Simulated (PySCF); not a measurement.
A species of formula C12H8 has this rotational fingerprint, computed with PBE0-D3(BJ)/def2-SVP geometry optimisation, gas phase in PySCF 2.14.0:

```
Rotational constants : A = 2102, B = 562.1, C = 449.6 MHz
Dipole components    : |μa| = 0.63 D, |μb| = 0.13 D, |μc| = 0.00 D
Inertial defect      : -15.34 u·Å²
κ                    : -0.86
```

Problem. Which structure is it? (One computed conformer of each.)
A. `[CH:1]#[C:2]/[CH:3]=[C:4](\[C:5]#[CH:6])[c:7]1[cH:8][cH:9][cH:10][cH:11][cH:12]1` with C3–C4–C7–C8 158°
B. `c1cc2c(/C(C=C2)=C\C#C)cc1`
C. acenaphthylene (`C1=Cc2cccc3cccc1c23`)

Solution. A. It is C#C/C=C(\C#C)c1ccccc1, an asymmetric top, point group C1. The candidates at the same level (rigid rotor, commonest isotopes):

```tsv
SMILES	A (MHz)	B (MHz)	C (MHz)	μa (D)	μb (D)	μc (D)	Δ (u·Å²)	point group	rotor
C1=Cc2cccc3cccc1c23	1514	1222	676.1	0.00	0.37	0.00	0.00	C2v	asymmetric top
C#C/C=C1/C=Cc2ccccc21	1602	827.8	545.8	0.18	0.02	0.00	0.00	Cs	asymmetric top
C#C/C=C(\C#C)c1ccccc1	2102	562.1	449.6	0.63	0.13	0.00	-15.34	C1	asymmetric top
```

`C#C/C=C1/C=Cc2ccccc21` has B 47 % too high; `C1=Cc2cccc3cccc1c23` has B 117 % too high. No structure here is proved a minimum.
